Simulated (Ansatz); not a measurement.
Reaction (atomization): `C[SiH2][Al]([AlH2])[AlH2]` → 3 Al• + C• + 9 H• + Si•

Gas-phase electronic energies from Ansatz, PBE0-D4/def2-TZVP geometries. CBS: MP2 limit from def2 TZ/QZ plus the TZ coupled-cluster correction, frozen cores. This one scheme is used for every species, atoms too. Functionals use def2-TZVPP. No spin–orbit coupling; open shells (•) take unrestricted orbitals. Spin–orbit coupling would lower the free atoms: a little for Al, C, Si. One conformer a species, not always the lowest.

CCSD(T)/CBS gives +3924.0 kJ/mol.

(1) Another level gave +3996.0 kJ/mol. Which?
A. PBE-QIDH/def2-TZVPP
B. r2SCAN0-D4/def2-TZVPP
C. BHLYP/def2-TZVPP
D. B97M-V/def2-TZVPP

Largest T1 diagnostic among the species: 0.018.

Answers

(1) D. B97M-V 3996.0, r2SCAN0-D4 3904.3, BHLYP 3824.2, PBE-QIDH 3874.5 kJ/mol.

At CCSD(T), def2-SVP lies −224.8 kJ/mol from the extrapolated value and def2-TZVPP −93.4 kJ/mol: correlation converges slowly with the basis, and small sets miss more of it in the bonded molecule than in its fragments. Leaving LDA and LC-ωPBE aside and taking each functional with its dispersion term where it has one, the values, not all of them listed here, spread over 163.0 kJ/mol, from revPBE-D4 to B97M-V. LDA lies +449.5 kJ/mol from PBE without D4, its usual overbinding. From BLYP to BHLYP (50 % exact exchange), in def2-TZVPP and without D4, ΔE moves by +39.0 kJ/mol.

For atomizations the MP2-based limit and the directly extrapolated one differ by several kJ/mol either way, and by 10 to 25 for some Ge, Se and Sn compounds, so smaller differences from it don't rank the levels.
